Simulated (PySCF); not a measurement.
C3H11InS, singlet, GFN2-xTB optimised geometry.

```
16

In    -0.71    -0.93     0.00
C     -1.92    -1.21    -1.85
H     -2.92    -0.80    -1.70
H     -2.01    -2.26    -2.10
H     -1.45    -0.69    -2.69
C     -1.76    -1.01     1.98
H     -2.78    -0.63     1.91
H     -1.23    -0.43     2.75
H     -1.80    -2.04     2.32
C      1.53    -0.93     0.00
H      1.91    -0.62     0.97
H      1.91    -0.26    -0.76
H      1.91    -1.93    -0.21
S     -0.83     1.93     0.00
H     -1.91     1.85     0.76
H     -0.02     1.90     1.05
```

Density from PySCF with PBE0/def2-TZVP, def2 effective core potentials past Kr at that geometry. The core electrons that the potentials of In replace are not part of the density.

Minimum of the electron density along straight lines between bonded atoms, close to the bond critical point (lines longer than 1.1 times the sum of covalent radii, or with two minima, are not listed):

```csv
bond,length / Å,ρ at the minimum / e bohr⁻³,∇²ρ there / e bohr⁻⁵,position (fraction from the first atom)
In1–C2,2.230,0.087,0.13,0.51
C2–H3,1.090,0.272,-0.90,0.64
C2–H4,1.089,0.272,-0.90,0.64
C2–H5,1.089,0.273,-0.91,0.64
In1–C6,2.243,0.085,0.13,0.51
C6–H7,1.091,0.271,-0.89,0.64
C6–H8,1.092,0.271,-0.89,0.64
C6–H9,1.089,0.272,-0.90,0.64
In1–C10,2.236,0.086,0.13,0.51
C10–H11,1.091,0.272,-0.90,0.64
C10–H12,1.090,0.272,-0.90,0.64
C10–H13,1.089,0.273,-0.90,0.64
S14–H15,1.328,0.224,-0.68,0.65
S14–H16,1.328,0.223,-0.68,0.65
```
